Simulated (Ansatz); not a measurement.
```yaml
crystal:
  periodic: [false, false, false]
  atoms:
    - {symbol: O, position_ang: [0.044068, -0.934284, 1.343005]}
    - {symbol: C, position_ang: [0.817466, -0.040162, 0.614712]}
    - {symbol: In, position_ang: [-0.491890, 0.807981, -0.894151]}
    - {symbol: F, position_ang: [-1.651841, -0.785940, -1.101815]}
    - {symbol: F, position_ang: [-1.105802, 2.217986, -2.057901]}
    - {symbol: H, position_ang: [-0.462672, -1.489829, 0.736915]}
    - {symbol: H, position_ang: [1.650962, -0.506100, 0.077968]}
    - {symbol: H, position_ang: [1.199699, 0.730348, 1.281276]}
basis:
  gaussian: {orbitals: cc-pVTZ-PP, final_grid: {core_spheres: 5, valence_spheres: 4, degree: 11}}
hamiltonian: {xc: {name: LC-wPBE}}
output: {forces: true}
```

```sh
$ ansatz run in.yaml --threads 2 --pin off --events-out ev --progress --plain --max-ram 32768MiB --backend cpu
```

It prints (some lines left out):

```
Functional definition: LC-wPBE
Error: <dir> the basis set cc-pVTZ-PP has no functions for O
```

(1) Something in this input is off. What?

Results:

(1) The basis set is misnamed or doesn't suit the job. The program refused the input.
